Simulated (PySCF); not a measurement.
Vertical excitations of a molecule CH4ClF2NSi from PySCF with TDDFT-PBE/def2-SVPD, as energy in eV (oscillator strength): 5.73 (0.005), 6.48 (0.010), 6.87 (0.004), 7.13 (0.007), 7.64 (0.034), 7.70 (0.029), 7.77 (0.060), 7.97 (0.009), 8.16 (0.012), 8.29 (0.017). Lowest triplet (TDA): 5.49 eV. Geometry optimised at ωB97X-D3(BJ)/def2-SVP. One conformer was computed; it need not be the lowest.

Problem. Identify the compound among the candidates.
A. NC[Si](F)(F)Cl
B. N[Si@@](F)(Cl)CF
C. N[Si@H](Cl)C(F)F
D. CN[Si](F)(F)Cl

Solution. D, CN[Si](F)(F)Cl
